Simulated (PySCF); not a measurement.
C₄H₆BNO, SMILES N1=CB(C=C1C)O.

Geometry optimised at PBE-D3(BJ)/def2-SVP. The structure was generated by enumeration, and PubChem lists no compound with its InChIKey, so it may never have been made. The values are those of a single conformer.

Computed with PBE-D3(BJ)/def2-SVP (PySCF 2.14.0).

No scaling factor is applied to the harmonic values.

```tsv
mode	ν (cm⁻¹)	IR (km/mol)	moving atoms (share of kinetic energy)
1	101	0.9	C 50 %, O 25 %, H 20 %
2	177	0.9	H 88 %, C 12 %
3	223	2.0	N 34 %, C 30 %, H 20 %, B 14 %
4	272	3.1	C 37 %, O 28 %, H 26 %
5	389	8.1	C 39 %, H 30 %, N 12 %, O 11 %, B 9 %
6	506	15.1	C 46 %, H 44 %
7	511	1.1	O 42 %, C 33 %, B 14 %, H 9 %
8	612	1.5	C 45 %, N 23 %, H 14 %, B 12 %
9	615	2.2	B 39 %, H 26 %, C 23 %, N 12 %
10	656	86.8	H 73 %, B 11 %, O 10 %
11	780	37.7	H 77 %, C 17 %
12	802	11.7	N 39 %, C 31 %, H 29 %
13	826	1.3	C 69 %, N 17 %, H 11 %
14	858	6.4	H 71 %, C 22 %
15	924	63.6	H 62 %, C 14 %, B 13 %, O 9 %
16	959	0.2	H 61 %, C 37 %
17	1007	6.6	H 53 %, C 46 %
18	1073	2.7	C 53 %, H 40 %
19	1126	90.4	H 59 %, B 24 %, C 11 %
20	1237	37.9	H 56 %, C 28 %, N 10 %
21	1259	50.1	H 44 %, C 37 %, B 15 %
22	1334	48.4	H 63 %, C 35 %
23	1379	8.8	H 96 %
24	1384	18.0	H 93 %
25	1446	343.2	B 68 %, O 19 %
26	1596	27.6	C 70 %, N 26 %
27	1623	99.0	C 78 %, N 18 %
28	2961	3.0	H 97 %
29	3028	3.3	H 91 %, C 9 %
30	3054	27.1	H 92 %, C 8 %
31	3095	10.4	H 91 %, C 9 %
32	3143	3.9	H 91 %, C 9 %
33	3713	75.2	H 94 %
```
